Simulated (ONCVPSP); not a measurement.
## u(r) = r·R(r): atom against pseudo-atom (chlorine (Cl))

Columns: radius, all-electron u(r) and pseudo u(r) of the 3s shell (level -20.69 eV) of chlorine in the configuration [Ne] 3s2 3p5; LDA (Perdew-Wang 92), scalar-relativistic, ONCV scheme, ONCVPSP 4.0.1.

```csv
r (bohr),all-electron,pseudo
0.065,0.2130,0.0106
0.130,-0.0403,0.0242
0.195,-0.2887,0.0437
0.260,-0.4200,0.0710
0.325,-0.4346,0.1073
0.390,-0.3637,0.1535
0.455,-0.2396,0.2093
0.520,-0.0883,0.2740
0.585,0.0713,0.3456
0.650,0.2262,0.4215
0.715,0.3688,0.4987
0.780,0.4944,0.5743
0.845,0.6015,0.6458
0.910,0.6893,0.7109
0.975,0.7588,0.7675
1.040,0.8110,0.8138
1.105,0.8480,0.8485
1.170,0.8713,0.8713
1.235,0.8828,0.8827
1.300,0.8843,0.8843
1.365,0.8775,0.8774
1.430,0.8638,0.8637
1.495,0.8446,0.8445
1.560,0.8210,0.8210
1.625,0.7942,0.7942
1.690,0.7650,0.7650
```

Q: How many radial nodes do the two functions have?

A: The all-electron 3s function has n − l − 1 = 2; the pseudo-wave has 0, since the states of the same l below it are removed with the core.

Q: At about which radius was the pseudo-wave matched?

A: 1.30 bohr. The columns agree to 0.0005 from 1.17 bohr on; several derivatives are matched, so the curves merge somewhat inside the radius.

Q: Is the pseudo-wave norm-conserving?

A: Yes: the ONCV scheme keeps the norm inside the radius equal to the all-electron one, which fixes the energy derivative of the logarithmic derivative at the level.
